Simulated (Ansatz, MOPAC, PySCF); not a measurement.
Complex: H2O (SMILES O) (first 3 atoms) with SO2 (SMILES O=S=O); geometry from B3LYP-D3(BJ)/def2-TZVP.
(charge 0, multiplicity 1):
```
atom    x (Å)    y (Å)   z (Å)
----  -------  -------  ------
O      0.5057  -0.0902  0.6105
H      0.6067   0.8503  0.4224
H     -0.3627  -0.3346  0.2694
O     -1.1750  -0.6546  3.1775
S      0.1773  -0.1718  3.2982
O      0.3770   1.2495  3.4259
```

Counterpoise-corrected where a basis set is named; no monomer relaxation. Rows marked so take none.

Cores are frozen in the correlated methods. Rows in 6-311+G**, 6-31G* carry no dispersion term and start afresh at each structure (6-31G* with six Cartesian d functions). MP2/6-31G* freezes PySCF's default core. The state that PM3 reach isn't checked.

Run with Ansatz (Gaussian orbitals); MOPAC for PM3 (differences of heats of formation); PySCF for 6-311+G** rows, 6-31G* rows, the dispersion terms. 

| level | interaction energy (kcal/mol) |
|---|---|
| PM3 | 1.19 |
| HF/aug-cc-pV(T+d)Z | -3.33 |
| BLYP/def2-TZVPPD | -2.43 |
| BLYP-D4/def2-TZVPPD | -4.52 |
| revPBE-D3(BJ)/def2-TZVPPD | -4.05 |
| B3LYP/6-311+G** (no counterpoise) | -4.51 |
| B3LYP-D3(BJ)/def2-TZVPPD | -4.95 |
| MP2/6-31G* | ? |
| MP2/aug-cc-pV(D+d)Z | ? |

**Question.** What belongs in the gaps?

**Answer.** 
- MP2/6-31G*, interaction energy (kcal/mol): -3.14
- MP2/aug-cc-pV(D+d)Z, interaction energy (kcal/mol): -2.99

Ansatz is a quantum-chemistry and plane-wave program.
